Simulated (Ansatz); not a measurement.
Frontier orbitals of CH$_{5}$BN$_{2}$ (`N=CBN`).

Charge 0, multiplicity 1. All single points use the PBE0-D4/def2-TZVP geometry. It is one conformer, not always the lowest. Basis def2-TZVPP, the Gaussian-basis code of Ansatz.

Orbital energies of one run (eV). Highest occupied ones, from the top: -7.19, -8.55, -9.55, -9.67, -11.16, -13.69, -14.37, -14.76, -17.16, -24.60, -25.06, -184.08, -278.78, -391.11. Empty: -1.18, 0.87, 1.39, 1.88, 2.13, 2.89.

Problem. Which functional gave them?
A. PBE0
B. LDA (SPW92)
C. CAM-B3LYP
D. B97M-V

Solution. A. HOMO energies: PBE0 -7.19, B97M-V -6.19, CAM-B3LYP -8.65, LDA (SPW92) -5.71 eV.
